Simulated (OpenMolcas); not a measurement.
**How basis sets differ on CH5FOSn (SMILES C[O][SnH2][F])**

CH5FOSn has 9 atoms, charge 0, and is taken as a singlet. As SMILES, `C[O][SnH2][F]`. The coordinates come from a PBE0-D4/def2-TZVP relaxation. This is one conformer, not always the lowest.

Each level gives the HOMO–LUMO gap (eV). The values are calculated.

```csv
level,kind,program,value (eV)
HF/ANO-RCC-MB (DKH2),Hartree–Fock,OpenMolcas,15.95
HF/STO-3G,Hartree–Fock,OpenMolcas,18.42
HF/3-21G,Hartree–Fock,OpenMolcas,15.06
HF/def2-SVP (core potential),Hartree–Fock,OpenMolcas,14.94
```

All-electron rows without a relativistic Hamiltonian named are non-relativistic, while core potentials hold scalar relativity, so basis and relativity change together. The values span 14.94 to 18.42 eV. A Hartree–Fock LUMO above zero doesn't converge with the basis: it sinks as sets grow more diffuse. Orbital gaps aren't excitation energies.
